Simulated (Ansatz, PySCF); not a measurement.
Spin states of HOZr (SMILES [OH][Zr]), each relaxed with B3LYP-D3(BJ)/def2-TZVP.
State 1 (charge 0, multiplicity 2):
```xyz
3

Zr    -0.991    -0.855    -0.880
O      0.180     0.184     0.144
H      0.778     0.718     0.666
```
State 2 (charge 0, multiplicity 4):
```xyz
3

Zr    -1.03030    -0.80936    -0.90368
O      0.28066     0.06055     0.20209
H      0.71647     0.79618     0.63127
```

Singlets are restricted, other states unrestricted; no spin–orbit coupling, no relativity up to Kr; see below for the cores. The largest T1 diagnostic is 0.059.

Correlated levels freeze the inner cores; with def2 sets outer-core shells near the valence are correlated too.

Programs: Ansatz (a program for electronic structure); PySCF for the dispersion terms. Each number belongs to the level named beside it. In def2 rows elements past Kr take small-core potentials, without spin–orbit coupling.

```
level                        energy of the multiplicity-4 state less that of the multiplicity-2 state (kcal/mol)
---------------------------  -----------------------------------------------------------------------------------
PBE/def2-TZVPP                                                                                              3.61
PBE-D4/def2-TZVPP                                                                                           3.62
B3LYP/def2-TZVPP                                                                                            7.59
CAM-B3LYP-D3(BJ)/def2-TZVPP                                                                                 8.15
CAM-B3LYP-D4/def2-TZVPP                                                                                     8.16
wB97M-V/def2-TZVPP                                                                                           [?]
B2PLYP-D3(BJ)/def2-TZVPP                                                                                    9.73
B2PLYP-D4/def2-TZVPP                                                                                        9.74
CCSD(T)/def2-SVP                                                                                             [?]
```

**Question.** Complete the blanks.

**Answer.** 
- wB97M-V/def2-TZVPP, energy of the multiplicity-4 state less that of the multiplicity-2 state (kcal/mol): 9.38
- CCSD(T)/def2-SVP, energy of the multiplicity-4 state less that of the multiplicity-2 state (kcal/mol): 14.01

Doubts at one or more of the structures used: a spin-contaminated determinant (PBE/def2-TZVPP, PBE-D4/def2-TZVPP, B2PLYP-D3(BJ)/def2-TZVPP, B2PLYP-D4/def2-TZVPP, CCSD(T)/def2-SVP); T1 above 0.05 (CCSD(T)/def2-SVP).
